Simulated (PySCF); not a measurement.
N²⁺: excitation energy

N²⁺ [He] 2s2 2p1 (2P) → N²⁺ [He] 2s2 3s1 (2S), as a difference of total energies. All numbers are calculated (PySCF 2.14, the spin-free X2C one-electron Hamiltonian (Gaussian nucleus), in aug-cc-pVTZ-DK). Correlated levels: valence: 1s2 frozen. The calculations carry no spin-orbit coupling.

```csv
method,excitation energy (eV)
UHF,27.832
MP2 (valence),27.641
SCS-MP2 (valence),27.617
CCSD (valence),27.540
CCSD(T) (valence),27.517
CCSDT (valence),27.509
```

Problem. How much does correlation contribute at CCSD(T) (valence)?

Solution. 27.517 − (27.832) = -0.315 eV, measured against UHF.

A first-order spin-orbit estimate (lowest level to lowest level, LS coupling) adds 0.014 eV.

The promoted electron is Rydberg-like, and one or two diffuse shells describe it only roughly, which tends to raise the upper state.
